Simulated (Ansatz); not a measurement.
Consider the hydrogenolysis of a C–Cl bond: `ClC[SiH2]Br` + H₂ → `C[SiH2]Br` + HCl.

Gas-phase electronic energies from Ansatz, PBE0-D4/def2-TZVP geometries. CCSD(T)/CBS is the MP2 limit (def2-TZVPP, def2-QZVPP) plus CCSD(T) − MP2 in def2-TZVPP, frozen cores. This one scheme is used for every species. Functionals use def2-TZVPP. For Br outer-core shells are correlated without core-valence functions, which leaves a few kJ/mol of doubt a bond. Scalar relativity is left out up to krypton. One conformer a species, not always the lowest.

`ClC[SiH2]Br`:

```xyz
8

Cl    2.203    0.331    0.196
C     0.492    0.646    0.568
Si   -0.629   -0.386   -0.528
Br   -0.361   -2.533   -0.061
H     0.329    0.427    1.624
H     0.303    1.709    0.403
H    -2.042   -0.028   -0.249
H    -0.296   -0.165   -1.952
```

H₂:

```xyz
2

H     0.110   -0.234    0.269
H    -0.110    0.234   -0.269
```

`C[SiH2]Br`:

```xyz
8

C    -0.073   -0.309   -0.971
Si   -0.080    0.151    0.829
Br    1.578    1.582    1.244
H    -0.884   -1.012   -1.178
H     0.873   -0.781   -1.245
H    -0.212    0.575   -1.596
H     0.140   -1.031    1.698
H    -1.342    0.825    1.218
```

HCl:

Z-matrix (Å, degrees):
```
Cl
H 1 1.279
```

CCSD(T)/CBS gives -24.2 kcal/mol.

Task: Another level gave -24.6 kcal/mol. Which?
A. SCS-MP2/def2-TZVPP
B. HF/def2-TZVPP
C. PBE-D4/def2-TZVPP
D. CCSD/def2-TZVPP

Result: A. SCS-MP2/def2-TZVPP -24.6, PBE-D4 -22.9, CCSD/def2-TZVPP -26.4, HF/def2-TZVPP -28.8 kcal/mol.

Largest T1 diagnostic among the species: 0.008.

The D4 term adds +2.2 kcal/mol with B3LYP and +1.2 kcal/mol with PBE0; it sums over pairs of atoms, weighted by their polarisabilities, and B3LYP, whose exchange is more repulsive, gets the larger term. From PBE to PBE0 (25 % exact exchange), in def2-TZVPP and without D4, ΔE moves by −1.4 kcal/mol.

B3LYP here is the variant with VWN-RPA as its local correlation; programs differ in this.
